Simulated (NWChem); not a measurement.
Molecule: N$_{2}$H$_{4}$Se; SMILES N[Se]N

```xyz
7

Se     0.0000     0.0000     0.4106
N     -1.5286     0.0000    -0.6461
H     -1.6220    -0.8409    -1.2287
H     -1.6220     0.8409    -1.2287
N      1.5286     0.0000    -0.6461
H      1.6220     0.8409    -1.2287
H      1.6220    -0.8409    -1.2287
```
Atoms are numbered in this order, from 1.

Results from NWChem. The geometry was optimised at PBE-D3(BJ)/def2-SVP. Vertical excitations in the gas phase; the lowest state need not have the same character in each row.

```tsv
level	lowest excitation, singlet (eV)	oscillator strength of that lowest state	lowest state with f > 0.02, singlet (eV)	orbital gap (eV)
PBE/aug-cc-pVDZ, TDA	4.22	0.005	5.17	4.06
B3LYP/aug-cc-pVDZ, TDA	4.59	0.006	5.57	5.44
PBE0/aug-cc-pVDZ, TDA	4.83	0.007	5.81	5.93
LDA (Slater exchange, VWN5)/aug-cc-pVDZ, TDA	4.29	0.005	5.29	4.08
```
